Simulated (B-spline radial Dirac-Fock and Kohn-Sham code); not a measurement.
## Subshell cross sections of Zn⁷⁺, photon energy 6510 eV

System: the Zn⁷⁺ ion, configuration [Ar] 3d5.

Method: a relativistic central-field model (Hartree-Slater potential of the initial state, Latter tail, multipole expansion of the photon field, Dirac-Fock thresholds). Computed with a radial atomic solver. The asymmetry parameter β is from the dipole term alone. Kinetic energies are from the vacuum level. Open shells are spread statistically over j, without multiplet splitting.

The last column is dσ/dΩ = σ/(4π) · [1 − (β/2) P₂(cos θ)] at θ = 90° from the beam of unpolarised light.

| subshell | electrons | binding (eV) | kinetic (eV) | σ (kb) | β | dσ/dΩ (kb/sr) |
| --- | --- | --- | --- | --- | --- | --- |
| L1 (2s) | 2 | 1382.7 | 5127.3 | 4.52 | 2.00 | 0.540 |
| L2 (2p1/2) | 2 | 1228.1 | 5281.9 | 1.80 | 1.10 | 0.182 |
| L3 (2p3/2) | 4 | 1204.7 | 5305.3 | 3.32 | 1.10 | 0.337 |
| M1 (3s) | 2 | 304.5 | 6205.5 | 0.741 | 2.00 | 0.0884 |
| M2 (3p1/2) | 2 | 251.9 | 6258.1 | 0.263 | 1.03 | 0.0263 |
| M3 (3p3/2) | 4 | 248.3 | 6261.7 | 0.487 | 1.03 | 0.0487 |
| M4 (3d3/2) | 2 | 169.0 | 6341.0 | 0.0118 | 0.47 | 0.00105 |
| M5 (3d5/2) | 3 | 168.4 | 6341.6 | 0.0169 | 0.47 | 0.00151 |

Branching ratios of the spin-orbit partners (statistical value in brackets): 2p 1.85 (2.00), 3p 1.85 (2.00), 3d 1.44 (1.50).
